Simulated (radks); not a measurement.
Task: These are the eigenvalues of the occupied orbitals of an atom or ion with whole-number occupations (eV). All-electron calculation, scalar-relativistic Kohn-Sham, PBE, spin-polarised, spherical densities, finite nucleus; Fermi nuclear charge, rms radius of each element as measured or else 0.836 A^(1/3) + 0.57 fm. Program: a radial shooting solver on a logarithmic mesh with Libxc functionals.

orbital  eigenvalue
1s up     -29771.03
1s down   -29771.02
2s up     -5121.982
2s down   -5119.630
2p up     -4677.005
2p down   -4675.228
3s up     -1533.779
3s down   -1531.043
3p up     -1388.000
3p down   -1385.208
3d up     -1169.767
3d down   -1166.454

Which element is it, and in what charge state? The configuration may be excited. Open shells, if any, are filled with parallel spins first.

Result: Z = 50, tin, charge +23: Sn23+ in [Ar] 3d9. The list shows which subshells hold electrons but not how many an open one holds; the 1s level, -1094.1 hartree, gives Z - s = 46.8 by -(Z - s)^2/2, which with screening and relativity narrows Z to a few neighbours, and the depths of the outer levels then fix element, charge and occupations together.
